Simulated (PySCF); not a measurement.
Magnetisability: `InChI=1S/C5H8F3N/c6-5(7,8)4-1-2-9-3-4/h4,9H,1-3H2/p+1/t4-/m1/s1`, charge +1

Geometry:
```csv
atom,x (Å),y (Å),z (Å)
F1,1.209,-1.665,0.560
C2,1.832,-0.532,0.150
F3,2.616,-0.132,1.136
F4,2.585,-0.872,-0.892
C5,0.781,0.519,-0.233
C6,-0.106,0.866,0.983
C7,-1.503,0.344,0.627
N8,-1.253,-0.671,-0.429
C9,-0.184,-0.071,-1.267
H10,1.322,1.383,-0.624
H11,0.278,0.389,1.884
H12,-0.125,1.937,1.166
H13,-2.121,1.138,0.206
H14,-2.020,-0.094,1.480
H15,-0.897,-1.535,0.003
H16,-2.095,-0.905,-0.965
H17,0.286,-0.813,-1.915
H18,-0.615,0.720,-1.883
```

Total charge +1.

Computed with PySCF 2.14.0, GIAO B97-2/pcSseg-1 magnetisability, rotational g tensor and spin-rotation constants, non-relativistic, gas phase. Geometry: GFN2-xTB.

For an ion the centre-of-mass motion in the field is neglected.

**Question.** How diamagnetic is it, and how anisotropic?

**Answer.** Isotropic -1311 × 10⁻³⁰ J/T², or -79.0 × 10⁻⁶ cm³/mol; principal values -1329, -1310, -1295 × 10⁻³⁰ J/T², anisotropy 30 × 10⁻³⁰ J/T² (root of half the summed squared differences of the principal values). The susceptibility is in cgs units.

**Question.** Split it along the inertial axes a, b, c into diamagnetic and paramagnetic parts about the centre of mass, with the quadrupole moment.

**Answer.** 
| axis | χ (10⁻⁶ cm³/mol) | diamagnetic (10⁻⁶ cm³/mol) | paramagnetic (10⁻⁶ cm³/mol) | summed x² of all electrons (Å²) | quadrupole Θ (D Å) |
| --- | --- | --- | --- | --- | --- |
| a | -79.8 | -500.4 | 420.7 | 182.2 | +11.69 |
| b | -78.1 | -970.4 | 892.3 | 71.4 | -4.58 |
| c | -79.1 | -1076.0 | 996.9 | 46.5 | -7.11 |

Anisotropies 2χaa − χbb − χcc = -2.4 and 2χbb − χaa − χcc = +2.7 × 10⁻⁶ cm³/mol. Θ is traceless in Buckingham's convention.

**Question.** And the rotational g tensor?

**Answer.** 
```
axis  rotational constant (GHz)        g  nuclear part  electronic part
   a                     2.8816  +0.0047        0.5742          -0.5695
   b                     1.2875  +0.0069        0.5466          -0.5397
   c                     1.1551  +0.0075        0.5485          -0.5410
```
Asymmetric top; isotopes 12C, 19F, 1H, 14N; no vibrational averaging.
